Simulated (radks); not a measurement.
Q: The table gives one normalised radial function P(r) = r R(r) of Si2+ in [Ne] 3s2 (r in bohr). Calculated with a radial shooting solver on a logarithmic mesh with Libxc functionals: scalar-relativistic Kohn-Sham, PBE, spin-polarised, spherical densities, point nucleus; hard spherical wall at 3 bohr.

r,P
0.006137,0.0596
0.007556,0.0719
0.009378,0.0868
0.01164,0.1041
0.01445,0.1239
0.01779,0.1450
0.02207,0.1685
0.0274,0.1926
0.03373,0.2145
0.04186,0.2332
0.05195,0.2437
0.06397,0.2412
0.07939,0.2197
0.09853,0.1728
0.1223,0.0961
0.1506,-0.0067
0.1869,-0.1369
0.2319,-0.2753
0.2855,-0.3911
0.3544,-0.4592
0.4398,-0.4395
0.5415,-0.3156
0.6721,-0.0787
0.8341,0.2356
1.035,0.5626
1.275,0.8114
1.582,0.9184
1.963,0.8034
2.417,0.4854
3,0.0000

Which n and l does it have? It may be an empty orbital.

A: n = 3, l = 0: the number of nodes gives n - l - 1 = 2, the rise at small r (about r^(l+1)) gives l, and the extent must fit the shell. The curve is that of 3s. 3s: eigenvalue -21.352 eV, 2 radial nodes at r = 0.149, 0.712 bohr, <r> = 1.61 bohr, 90 % of the charge inside 2.24 bohr.
